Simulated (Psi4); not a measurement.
BiCl3 (SMILES [Cl][Bi]([Cl])[Cl]), singlet, geometry from GFN2-xTB (such geometries of metal compounds can be far from the true shape) (core potentials on Bi); PBE0/def2-TZVPD in Psi4.

Input for Psi4:
```
memory 2 GB

molecule mol {
0 1
Bi   -0.004281   -0.000675    0.502838
Cl   -1.831625   -0.993022   -0.835331
Cl    0.065342    2.090491   -0.815044
Cl    1.787184   -1.094175   -0.804658
}

set {
  basis def2-tzvpd
  reference rks
  s_orthogonalization partialcholesky
}

energy('pbe0')
print_variables()
```

What the program printed (banner, timings and long lists left out):

```
   => Loading Basis Set <=

    Name: DEF2-TZVPD
    Role: ORBITAL
    Keyword: BASIS

    !!!  WARNING: ECP capability is in beta. Please check occupations closely.  !!!

         ---------------------------------------------------------
                                   SCF
               by Justin Turney, Rob Parrish, Andy Simmonett
                          and Daniel G. A. Smith
                              RKS Reference
         ---------------------------------------------------------

  ==> Geometry <==

    Molecular point group: c1
    Full point group: C1

    Geometry (in Angstrom), charge = 0, multiplicity = 1:

       Center              X                  Y                   Z               Mass
    ------------   -----------------  -----------------  -----------------  -----------------
         BI          -0.003759280015    -0.000592567876     0.441562441464   208.980399100000
         CL          -1.831103280015    -0.992939567876    -0.896606558536    34.968852682000
         CL           0.065863719985     2.090573432124    -0.876319558536    34.968852682000
         CL           1.787705719985    -1.094092567876    -0.865933558536    34.968852682000

  Running in c1 symmetry.

  Rotational constants: A =      0.04801  B =      0.04801  C =      0.03678 [cm^-1]
  Rotational constants: A =   1439.44735  B =   1439.44685  C =   1102.64125 [MHz]
  Nuclear repulsion =  377.750289056986617

  Charge       = 0
  Multiplicity = 1
  Electrons    = 74
  Nalpha       = 37
  Nbeta        = 37

  ==> Algorithm <==

  SCF Algorithm Type is DF.
  DIIS enabled.
  MOM disabled.
  Fractional occupation disabled.
  Guess Type is SAD.
  Energy threshold   = 1.00e-06
  Density threshold  = 1.00e-06
  Integral threshold = 1.00e-12

  ==> Primary Basis <==

  Basis Set: DEF2-TZVPD
    Blend: DEF2-TZVPD
    Number of shells: 66
    Number of basis functions: 194
    Number of Cartesian functions: 222
    Spherical Harmonics?: true
    Max angular momentum: 3

  Core potential: DEF2-TZVPD
    Number of shells: 4
    Number of ECP primitives: 18
    Number of ECP core electrons: 60
    Max angular momentum: 3

  ==> DFT Potential <==

   => LibXC <=

    Version 7.1.2
    S. Lehtola, C. Steigemann, M. J. T. Oliveira, and M. A. L. Marques,  SoftwareX 7, 1–5 (2018) (10.1016/j.softx.2017.11.002)

   => Composite Functional: PBE0 <=

    PBE0 Hyb-GGA Exchange-Correlation Functional

    C. Adamo and V. Barone,  J. Chem. Phys. 110, 6158 (1999) (10.1063/1.478522)
    M. Ernzerhof and G. E. Scuseria,  J. Chem. Phys. 110, 5029 (1999) (10.1063/1.478401)

    Deriv               =              1
    GGA                 =           TRUE
    Meta                =          FALSE

    Exchange Hybrid     =           TRUE
    MP2 Hybrid          =          FALSE

   => Exchange Functionals <=

    0.7500   Perdew, Burke & Ernzerhof

   => Exact (HF) Exchange <=

    0.2500               HF

   => Correlation Functionals <=

    1.0000   Perdew, Burke & Ernzerhof

   => LibXC Density Thresholds  <==

    XC_HYB_GGA_XC_PBEH:  1.00E-15

   => Molecular Quadrature <=

    Radial Scheme          =       TREUTLER
    Pruning Scheme         =           NONE
    Nuclear Scheme         =       TREUTLER

    Blocking Scheme        =         OCTREE
    BS radius alpha        =              1
    Pruning alpha          =              1
    Radial Points          =             75
    Spherical Points       =            302
    Total Points           =          87035
    Total Blocks           =            768
    Max Points             =            256
    Max Functions          =            178
    Weights Tolerance      =       1.00E-15

   => Loading Basis Set <=

    Name: (DEF2-TZVPD AUX)
    Role: JKFIT
    Keyword: DF_BASIS_SCF

  ==> Integral Setup <==

  SCF_SUBTYPE=INCORE selected. In-core MEM_DF algorithm will be used.
  Using in-core AOs.

  ==> MemDFJK: Density-Fitted J/K Matrices <==

    J tasked:                   Yes
    K tasked:                   Yes
    wK tasked:                   No
    Algorithm:                 Core
    Schwarz Cutoff:           1E-12
    Mask sparsity (%):       4.5754
    Fitting Condition:        1E-10

   => Auxiliary Basis Set <=

  Basis Set: (DEF2-TZVPD AUX)
    Blend: DEF2-UNIVERSAL-JKFIT
    Number of shells: 167
    Number of basis functions: 635
    Number of Cartesian functions: 826
    Spherical Harmonics?: true
    Max angular momentum: 6

    Using partial Cholesky orthogonalization (doi:10.1063/1.5139948, doi:10.1103/PhysRevA.101.032504).
    Proceeding with canonical orthogonalization in reduced basis.
  Minimum eigenvalue in the overlap matrix is 1.3702532994E-03.
  Reciprocal condition number of the overlap matrix is 2.0789736626E-04.

  ==> Pre-Iterations <==

  SCF Guess: Superposition of Atomic Densities via on-the-fly atomic UHF (no occupation information).

   -------------------------
    Irrep   Nso     Nmo
   -------------------------
     A        194     194
   -------------------------
    Total     194     194
   -------------------------

  ==> Iterations <==

                           Total Energy        Delta E     RMS |[F,P]|

   @DF-RKS iter SAD: -1593.46507970399716   -1.59347e+03   0.00000e+00
   @DF-RKS iter   1: -1594.53896953721323   -1.07389e+00   4.95247e-03 ADIIS/DIIS
   @DF-RKS iter   2: -1594.34788130546758    1.91088e-01   5.73882e-03 ADIIS/DIIS
   @DF-RKS iter   3: -1594.95318133701676   -6.05300e-01   7.99207e-04 ADIIS/DIIS
   @DF-RKS iter   4: -1594.96043681843139   -7.25548e-03   2.89210e-04 ADIIS/DIIS
   @DF-RKS iter   5: -1594.96197657968833   -1.53976e-03   1.00201e-04 ADIIS/DIIS
   @DF-RKS iter   6: -1594.96214550437799   -1.68925e-04   1.06950e-05 DIIS
   @DF-RKS iter   7: -1594.96214742260622   -1.91823e-06   3.49605e-06 DIIS
   @DF-RKS iter   8: -1594.96214758461929   -1.62013e-07   1.34001e-06 DIIS
   @DF-RKS iter   9: -1594.96214761725605   -3.26368e-08   4.67305e-07 DIIS
  Energy and wave function converged.

  ==> Post-Iterations <==

   Electrons on quadrature grid:
      Ntotal   =   73.9999851654 ; deviation = -1.483e-05

    Orbital Energies [Eh]
    ---------------------

    Doubly Occupied:

[...]
      37A     -0.329496

    Virtual:

[...]
     194A    120.130553

    Final Occupation by Irrep:
              A
    DOCC [    37 ]
    NA   [    37 ]
    NB   [    37 ]

  @DF-RKS Final Energy: -1594.96214761725605

   => Energetics <=

    Nuclear Repulsion Energy =            377.7502890569866167
    One-Electron Energy =               -3033.5068370095900718
    Two-Electron Energy =                1137.6225377083701460
    DFT Exchange-Correlation Energy =     -76.8281373730228694
    Empirical Dispersion Energy =           0.0000000000000000
    VV10 Nonlocal Energy =                  0.0000000000000000
    Total Energy =                      -1594.9621476172560506

Computation Completed

Properties will be evaluated at   0.000000,   0.000000,   0.000000 [a0]

Properties computed using the SCF density matrix

 Multipole Moments:

 ------------------------------------------------------------------------------------
     Multipole            Electronic (a.u.)      Nuclear  (a.u.)        Total (a.u.)
 ------------------------------------------------------------------------------------

 L = 1.  Multiply by 2.5417464519 to convert [e a0] to [Debye]
 Dipole X            :         -0.5731901            0.5583409           -0.0148492
 Dipole Y            :         -0.0903822            0.0880102           -0.0023720
 Dipole Z            :         67.3325219          -65.5823373            1.7501846
 Magnitude           :                                                    1.7502492

 ------------------------------------------------------------------------------------

  Variable Map:
  ----------------------------------------------------------------------------
[...]
  Array Variable Map:
  ----------------------------------------------------------------------------
[...]
[...]
```
